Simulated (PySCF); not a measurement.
Cl3Si, SMILES Cl[Si](Cl)Cl (connectivity only; charge and spin as stated), charge +1, multiplicity 1.

Geometry optimised at B3LYP-D3(BJ)/def2-SVP. The multiplicity is an assumed one; other spin states were not compared. The isomer is the one that the SMILES or the coordinates give; other isomers of the formula were not compared.

Two levels are set side by side: TDA-PBE/def2-SVPD (PySCF) and TDA-LC-ωPBE/def2-SVPD (PySCF). Vertical, same geometry. The lowest singlet is HOMO→LUMO 100 % with PBE and HOMO→LUMO 98 % with the other functional; states are paired by order. Differences are taken from unrounded values.

```json
[
 {"quantity": "lowest singlet excitation (eV)", "TDA-LC-ωPBE": "6.06", "TDA-PBE": "4.85", "TDA-PBE minus TDA-LC-ωPBE": "-1.21"},
 {"quantity": "lowest triplet excitation (TDA) (eV)", "TDA-LC-ωPBE": "5.88", "TDA-PBE": "4.68", "TDA-PBE minus TDA-LC-ωPBE": "-1.20"},
 {"quantity": "first bright state (f over 0.05) (eV)", "TDA-LC-ωPBE": "7.83", "TDA-PBE": "6.37", "TDA-PBE minus TDA-LC-ωPBE": "-1.45"},
 {"quantity": "its oscillator strength", "TDA-LC-ωPBE": "0.12", "TDA-PBE": "0.10", "TDA-PBE minus TDA-LC-ωPBE": "-0.02"}
]
```

Functionals without exact exchange tend to place singlet excitations lower, as here. Differences between two approximate levels are no errors against the true value.

Rough cost on one machine, each run with all the roots and properties that it gave: TDA-LC-ωPBE against TDA-PBE within a factor of 2.
